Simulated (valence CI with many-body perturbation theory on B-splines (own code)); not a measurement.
# Mo²⁰⁺: magnetic and hyperfine properties of the levels

Calculated by configuration interaction combined with many-body perturbation theory (CI+MBPT): four valence electrons over a frozen Dirac-Fock core [Ar], radial functions for each j: 9 s, 9 p, 10 d, 8 f, 5 g, 3 h, 1 i, with the one-electron correlation potential Σ1, the two-electron term Σ2, the three-electron term Σ3, Breit, model QED; selected CI, second order for the rest (own B-spline code, finite nucleus).

No measured spectrum was set against this ion. As an estimate, terms of the open shell hold to 2 to 4 % of their energy, and close levels can change places. Core correlation moves these levels by up to 9600 cm⁻¹, and in measured spectra 5 to 20 % of such shifts remained as error; rates that hang on mixing are uncertain with them. Only levels of the ground parity were solved; by the run's estimate the other parity begins above the list, which can be wrong where configurations are misplaced.

A/g_I is the dipole constant over the nuclear g factor μ/I (μ in nuclear magnetons, uniformly magnetised nucleus), B/Q the quadrupole constant per barn. Both hold the static response of the core; the bare values leave it out. Large factors of s and p1/2 electrons are usually good to 5 to 10 %; those of open d and f shells near neutrality can be off by tens of per cent, and small factors of p3/2, d and f electrons come from cancelling terms and can be off by a factor of two or in sign, in half-filled shells by more. B is blank for J = 1/2, where it vanishes, and for nearly pure S terms. Energies count from the lowest level. Levels with J = 0 are left out.

Names give the largest LS component (configuration and term), which can be under half, so a name can repeat, a term be missing and a line seem to break the LS rules; names also repeat where a configuration has a term twice. Letters in brackets count levels of one name in rising energy.

| Level | E (cm⁻¹) | g | A/g_I (MHz) | A/g_I bare | B/Q (MHz/b) | B/Q bare |
| --- | --- | --- | --- | --- | --- | --- |
| 3d4 5D_1 | 10208 | 1.497 | 201 | 553 | 3030 | 3110 |
| 3d4 5D_2 | 20842 | 1.486 | 1770 | 2110 | 2120 | 2170 |
| 3d4 5D_3 | 30436 | 1.476 | 3090 | 3420 | -1940 | -1990 |
| 3d4 5D_4 | 38508 | 1.456 | 4240 | 4540 | -8520 | -8750 |
| 3d4 3H_4 | 78543 | 0.931 | 7150 | 7140 | 3730 | 3820 |
| 3d4 3G_3 | 94190 | 0.900 | 7370 | 7330 | 851 | 873 |
| 3d4 3P_1 [a] | 94833 | 1.428 | 4090 | 4380 | -467 | -487 |
| 3d4 3H_5 | 94921 | 1.065 | 6380 | 6450 | 5900 | 6050 |
| 3d4 3F_2 [a] | 97846 | 0.742 | 7670 | 7550 | 1330 | 1360 |
| 3d4 3H_6 | 102360 | 1.135 | 6380 | 6490 | 5450 | 5590 |
| 3d4 3F_4 [a] | 110640 | 1.069 | 6030 | 6100 | -1750 | -1790 |
| 3d4 3P_2 [a] | 117770 | 1.356 | 4270 | 4510 | 296 | 297 |
| 3d4 3G_4 | 118310 | 1.087 | 6320 | 6400 | -1030 | -1060 |
| 3d4 3F_3 [a] | 124050 | 0.993 | 6360 | 6390 | -755 | -778 |
| 3d4 3D_3 | 132870 | 1.260 | 4930 | 5120 | 1800 | 1860 |
| 3d4 3G_5 | 134390 | 1.164 | 5430 | 5560 | -3760 | -3870 |
| 3d4 3D_2 | 140570 | 1.176 | 6590 | 6720 | 2400 | 2470 |
| 3d4 1I_6 | 145330 | 1.027 | 6550 | 6600 | 8710 | 8940 |
| 3d4 3D_1 | 146660 | 0.579 | 9230 | 9000 | 1890 | 1950 |
| 3d4 1G_4 [a] | 163330 | 1.053 | 5530 | 5600 | -842 | -856 |
| 3d4 1D_2 [a] | 176090 | 1.072 | 6380 | 6450 | 2510 | 2580 |
| 3d4 1F_3 | 185700 | 1.036 | 6210 | 6260 | 8610 | 8830 |
| 3d4 3P_2 [b] | 205820 | 1.395 | 4030 | 4310 | 2440 | 2510 |
| 3d4 3F_4 [b] | 213090 | 1.210 | 4620 | 4780 | 6140 | 6300 |
| 3d4 3F_2 [b] | 220640 | 0.755 | 8860 | 8740 | 7390 | 7590 |
| 3d4 3F_3 [b] | 224100 | 1.071 | 6640 | 6710 | 8490 | 8700 |
| 3d4 3P_1 [b] | 228370 | 1.488 | 1120 | 1460 | -2680 | -2750 |
| 3d4 1G_4 [b] | 243870 | 1.027 | 6890 | 6940 | 4440 | 4560 |
| 3d4 1D_2 [b] | 307410 | 0.998 | 6540 | 6570 | -10600 | -10900 |

**Question.** Take the isotope of mass number 95, with I = 5/2, μ = -0.9132 μN and Q = -0.022 b. What is the hyperfine structure of 3d4 5D_2?

**Answer.** From the table A = -648 MHz, B = -46.6 MHz. Shifts from the centre of gravity in MHz: F = 1/2: 4500, F = 3/2: 3550, F = 5/2: 1960, F = 7/2: -304, F = 9/2: -3250.
